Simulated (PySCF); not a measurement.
Breaking a bond: trigermane, H8Ge3, SMILES [GeH2]([GeH3])[GeH3]. The Ge1–Ge8 bond (Ge1 also carries Ge, H, H; Ge8 carries H, H, H) is stretched with both fragments frozen at the PBE0/def2-SVP optimised geometry. Each curve is given relative to its own lowest point near equilibrium.

```tsv
R / Å	A	B	C	D
1.99	44.6	42.6	37.1	37.1
2.16	14.4	13.5	11.3	11.3
2.29	3.9	3.5	2.8	2.8
2.37	1.0	0.8	0.6	0.6
2.43	0.0	0.0	0.0	0.0
2.50	0.0	0.1	0.3	0.3
2.60	1.5	1.8	2.0	2.0
2.72	5.1	5.4	5.6	5.6
2.92	13.5	13.7	13.6	13.6
3.19	27.2	26.2	26.2	26.2
3.56	46.6	42.5	42.8	42.8
3.94	65.0	55.5	57.0	57.2
4.49	87.1	63.1	66.6	72.4
5.08	105.1	65.3	69.7	83.0
6.01	123.6	66.1	70.9	91.9
7.12	134.9	66.2	71.0	96.2
```

Energies in kcal/mol.

**Question.** Which curve belongs to which method? The methods are restricted Hartree-Fock/3-21G (PySCF); restricted B3LYP/3-21G (PySCF); unrestricted B3LYP/3-21G (PySCF); PySCF with unrestricted B3LYP/6-31G*, spherical d.

**Answer.** A is RHF/3-21G; B is UKS-B3LYP/6-31G*; C is UKS-B3LYP/3-21G; D is RKS-B3LYP/3-21G.

The restricted form behind RKS-B3LYP/3-21G, RHF/3-21G keeps the bonding electrons paired and can't separate into open-shell fragments. The unrestricted determinant behind UKS-B3LYP/3-21G, UKS-B3LYP/6-31G* is spin-contaminated at 3.94 to 7.12 Å (<S²> up to 1.0, against 0.00 for a pure singlet). The unrestricted solution behind UKS-B3LYP/6-31G* changes between 3.94 and 4.49 Å, which can leave a kink.
